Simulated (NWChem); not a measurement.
A series in which one site is exchanged, each optimised at PBE0/def2-SVP with NWChem, gas phase unless a solvent is named. All stand in one matching conformer (torsions within 35°), which need not be the lowest. Low-valent species are run as closed-shell singlets; no triplet was tried in these runs. For some, no frequency run checked for a minimum. def2 effective core potentials on Sn; no spin-orbit coupling.

A: C[O][Ge][F] (CH$_{3}$FGeO; site = Ge)
B: [O]([Sn][F])C (CH3FOSn; site = Sn)
C: CO[Si]F (CH$_{3}$FOSi; site = Si)

```
quantity                                               A    B     C
--------------------------------------------------  ----  ---  ----
dipole (D), PBE0/def2-SVP                           0.70  [?]  1.38
orbital gap (eV), PBE0/def2-SVP                     6.30  [?]  6.25
static polarisability, PBE/def2-SVPD (bohr³)        50.2  [?]  48.1
lowest singlet excitation, PBE/def2-SVPD, TDA (eV)  4.54  [?]  5.25
```

Question: What belongs in the gaps?

Answer: 
- dipole (D), PBE0/def2-SVP, B: 1.78
- orbital gap (eV), PBE0/def2-SVP, B: 5.46
- static polarisability, PBE/def2-SVPD (bohr³), B: 60.0
- lowest singlet excitation, PBE/def2-SVPD, TDA (eV), B: 3.63
